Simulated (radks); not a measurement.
The numbers below are computed, except where a source is named.
Dy+, 65 electrons, occupied as [Xe] 4f9.5 5d0.5 6s1 (fractional occupations, a model configuration). Code: a radial shooting solver on a logarithmic mesh with Libxc functionals. Model: scalar-relativistic Kohn-Sham, r2SCAN, spin-polarised, spherical densities, finite nucleus; open shells are filled with parallel spins first (spin-orbit coupling, left out, can overturn this in heavy ions); meta-GGA in the generalised Kohn-Sham scheme; Fermi nuclear charge, rms radius 5.2218 fm.

Unscreened Slater integrals over Kohn-Sham orbitals (hartree). They are taken over the spin-up orbitals.

integral,value
"F0(5d,5d)",0.34765
"F2(5d,5d)",0.17240
"F4(5d,5d)",0.11085
"F0(5d,6s)",0.27992
"G2(5d,6s)",0.095556
"F0(5d,4f)",0.45988
"F2(5d,4f)",0.10241
"F4(5d,4f)",0.048699
"G1(5d,4f)",0.051157
"G3(5d,4f)",0.039063
"G5(5d,4f)",0.029171
"F0(5d,5p)",0.42523
"F2(5d,5p)",0.18699
"G1(5d,5p)",0.20981
"G3(5d,5p)",0.12746
"F0(6s,6s)",0.24943
"F0(6s,4f)",0.32332
"G3(6s,4f)",0.011339
"F0(6s,5p)",0.30887
"G1(6s,5p)",0.023511
"F0(4f,4f)",1.1360
"F2(4f,4f)",0.53054
"F4(4f,4f)",0.33113
"F6(4f,4f)",0.23775
"F0(4f,5p)",0.71447
"F2(4f,5p)",0.24461
"G2(4f,5p)",0.13015
"G4(4f,5p)",0.099397
"F0(5p,5p)",0.59540
"F2(5p,5p)",0.31948

Derived for the open shells (J is the average intra-shell exchange parameter used in DFT+U). 4f: F4/F2 = 0.624, F6/F2 = 0.448, J = (286 F2 + 195 F4 + 250 F6)/6435 = 0.04285 hartree. 5d: Racah B = F2/49 - 5 F4/441 = 0.002262 hartree, C = 35 F4/441 = 0.008797 hartree, C/B = 3.89, F4/F2 = 0.643, J = (F2 + F4)/14 = 0.02023 hartree.
